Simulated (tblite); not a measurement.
Compound: BClH₅PSi.
SMILES with atom numbers: `[BH2:1][PH:2][SiH2:3][Cl:4]` (hydrogens: H5, H6 on B1; H7 on P2; H8, H9 on Si3)

Computed with GFN2-xTB (tblite), gas phase: Langevin dynamics at 600 K from the optimised GFN2-xTB geometry, time step 0.5 fs, friction 0.01 fs⁻¹, 2000 steps.

The start geometry, which sets the zero of energy:
```
atom  x, y, z in Å
B1     -1.866    0.098    0.018
P2     -0.409   -0.796   -0.619
Si3     1.384    0.032    0.405
Cl4     3.001   -0.576   -0.619
H5     -2.005    0.176    1.177
H6     -2.705    0.461   -0.708
H7     -0.247   -0.339   -1.910
H8      1.414   -0.545    1.748
H9      1.447    1.495    0.483
```

Task: These frames come from the run, each turned onto the start geometry. Order them by potential energy, lowest first.
A.
```
atom  x, y, z in Å
B1     -1.843    0.155    0.039
P2     -0.312   -0.685   -0.697
Si3     1.420   -0.029    0.574
Cl4     2.812   -0.706   -0.603
H5     -1.979    0.247    1.245
H6     -2.766    0.231   -0.632
H7     -0.009   -0.023   -1.984
H8      1.456   -0.631    1.933
H9      1.234    1.449    0.100
```
B.
```
atom  x, y, z in Å
B1     -1.893   -0.156    0.121
P2     -0.281   -0.653   -0.717
Si3     1.448    0.203    0.356
Cl4     3.010   -1.010   -0.287
H5     -2.023   -0.442    1.235
H6     -2.715    0.608   -0.453
H7     -0.295   -0.028   -2.008
H8      0.861   -0.143    1.609
H9      1.899    1.629    0.118
```
C.
```
atom  x, y, z in Å
B1     -1.764    0.110    0.061
P2     -0.395   -0.806   -0.712
Si3     1.323    0.035    0.362
Cl4     3.190   -0.733   -0.291
H5     -2.083    0.047    1.193
H6     -2.645    0.380   -0.598
H7     -0.396    0.018   -1.844
H8      1.379   -0.473    1.679
H9      1.404    1.426    0.124
```
D.
```
atom  x, y, z in Å
B1     -1.956   -0.061    0.023
P2     -0.389   -0.854   -0.494
Si3     1.484    0.105    0.344
Cl4     3.077   -0.520   -0.592
H5     -2.133    0.095    1.208
H6     -2.743    0.565   -0.646
H7     -0.174   -0.290   -1.841
H8      1.105   -0.530    1.608
H9      1.743    1.496    0.364
```
E.
```
atom  x, y, z in Å
B1     -1.931   -0.032    0.051
P2     -0.382   -0.564   -0.651
Si3     1.489    0.043    0.333
Cl4     2.980   -0.930   -0.634
H5     -2.191    0.170    1.206
H6     -2.785    0.033   -0.720
H7     -0.240    0.062   -1.841
H8      1.254   -0.278    1.715
H9      1.820    1.502    0.515
```

Result: E (0.268 eV), C (0.407 eV), B (0.512 eV), D (0.593 eV), A (0.798 eV).

In the order of the answer:

```json
{"t (fs)": "175", "E above start (eV)": "0.268", "largest force (eV/Å)": "1.28", "rms force component (eV/Å)": "0.462", "rms distance from start (Å)": "0.307", "rms bond change (Å)": "0.030", "bond most changed (Å)": "B1–P2 -0.042"}
{"t (fs)": "50", "E above start (eV)": "0.407", "largest force (eV/Å)": "2.05", "rms force component (eV/Å)": "0.676", "rms distance from start (Å)": "0.245", "rms bond change (Å)": "0.051", "bond most changed (Å)": "Si3–Cl4 +0.114"}
{"t (fs)": "650", "E above start (eV)": "0.512", "largest force (eV/Å)": "1.86", "rms force component (eV/Å)": "0.744", "rms distance from start (Å)": "0.457", "rms bond change (Å)": "0.055", "bond most changed (Å)": "B1–H6 +0.094"}
{"t (fs)": "325", "E above start (eV)": "0.593", "largest force (eV/Å)": "2.30", "rms force component (eV/Å)": "0.842", "rms distance from start (Å)": "0.197", "rms bond change (Å)": "0.050", "bond most changed (Å)": "P2–H7 +0.096"}
{"t (fs)": "225", "E above start (eV)": "0.798", "largest force (eV/Å)": "1.96", "rms force component (eV/Å)": "0.782", "rms distance from start (Å)": "0.256", "rms bond change (Å)": "0.064", "bond most changed (Å)": "P2–H7 +0.098"}
```

What follows is the cost of the whole dynamics run. Hardware: one thread of an Intel Xeon Platinum 8488C, on a shared host. Cost: 9.8 s, 0.18 GiB resident at most.
